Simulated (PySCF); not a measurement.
## How methods differ on the ionisation energy of Rh⁺

Rh⁺ [Kr] 4d8 (3F) → Rh²⁺ [Kr] 4d7 (4F), as a difference of total energies. Computed with PySCF 2.14 in def2-TZVPPD with the def2 core potential (28 electrons), with scalar relativity through the core potential. Correlated levels: valence and next inner shell: nothing frozen outside the core potential. The calculations carry no spin-orbit coupling.

```json
{"method": "UHF", "ionisation energy (eV)": "16.166"}
{"method": "MP2 (valence and next inner shell)", "ionisation energy (eV)": "17.898"}
{"method": "SCS-MP2 (valence and next inner shell)", "ionisation energy (eV)": "17.764"}
{"method": "CCSD (valence and next inner shell)", "ionisation energy (eV)": "17.636"}
{"method": "CCSD(T) (valence and next inner shell)", "ionisation energy (eV)": "17.724"}
```

**Question.** How much does correlation contribute at CCSD(T) (valence and next inner shell)?

**Answer.** 17.724 − (16.166) = 1.558 eV, measured against UHF.

The reference lies between the lowest fine-structure levels, while these numbers refer to the centres of the terms.

Errors of the correlated levels include the incompleteness of this basis.

For comparison: 18.08 eV (semi-empirical (NIST evaluation); NIST Atomic Spectra Database, ionization energies).
